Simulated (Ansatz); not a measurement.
These are frozen-core CCSD(T)/cc-pVTZ // PBE0-D4/def2-TZVP (Ansatz, a program for electronic structure) values and carry that method's errors.

Ansatz 0.2 input:
```yaml
crystal:
  periodic: [false, false, false]
  atoms:
    - { symbol: O, position_ang: [-0.393862, 1.079718, 1.15722] }
    - { symbol: Si, position_ang: [-0.000002, 0.000002, 0.000005] }
    - { symbol: O, position_ang: [0.545137, 0.865237, -1.270526] }
    - { symbol: O, position_ang: [1.186184, -1.051555, 0.38374] }
    - { symbol: O, position_ang: [-1.337453, -0.893396, -0.270422] }
    - { symbol: H, position_ang: [-0.980711, 0.771999, 1.849227] }
    - { symbol: H, position_ang: [0.103882, 1.697899, -1.44351] }
    - { symbol: H, position_ang: [2.085788, -0.732725, 0.299983] }
    - { symbol: H, position_ang: [-1.208964, -1.737178, -0.705717] }
basis:
  gaussian: { orbitals: cc-pVTZ }
correlation:
  method: ccsd_t
```

Output:

```
Functional definition: HF
1248 factors; integrals over basis functions are off by at most 1.0e-3 eV
mean field evaluation 1: about -16078.1800 eV, gradient 6.0e1 eV
mean field evaluation 2: about -16078.4142 eV, gradient 6.1e1 eV
mean field evaluation 4: about -16084.1881 eV, gradient 2.8e0 eV
mean field evaluation 8: about -16084.2291 eV, gradient 1.2e-1 eV
mean field evaluation 16: about -16082.1494 eV, gradient 3.5e1 eV
mean field -16084.22920206 eV, -591.0845208937 hartree, gradient 2.9e-6 eV, S^2 0.000000; 0 other end points of the search recorded, 0 dependent functions left out
9 core orbitals not correlated
reference -16084.22920206 eV, -591.0845208937 hartree; 16, 16 occupied and 185, 185 virtual orbitals, 1248 factors
second order -29.32481200 eV of doubles, -0.00000000 eV of singles
cycle   1  -28.94225869 eV  change    3.8e-1 eV  update   9.7e-2
cycle   2  -29.50660732 eV  change   -5.6e-1 eV  update   2.6e-2
cycle   3  -29.62775234 eV  change   -1.2e-1 eV  update   1.2e-2
cycle   4  -29.60861307 eV  change    1.9e-2 eV  update   2.3e-3
cycle   5  -29.60828680 eV  change    3.3e-4 eV  update   1.1e-3
cycle   6  -29.60892952 eV  change   -6.4e-4 eV  update   2.8e-4
cycle   7  -29.60875430 eV  change    1.8e-4 eV  update   1.0e-4
cycle   8  -29.60869598 eV  change    5.8e-5 eV  update   2.9e-5
cycle   9  -29.60869802 eV  change   -2.0e-6 eV  update   9.3e-6
perturbative correction -1.01935097 eV, -0.0374604573 hartree
Total energy: -16114.85725106 eV, -592.2100809338 hartree
```

Cost: very roughly 6 core-minutes.
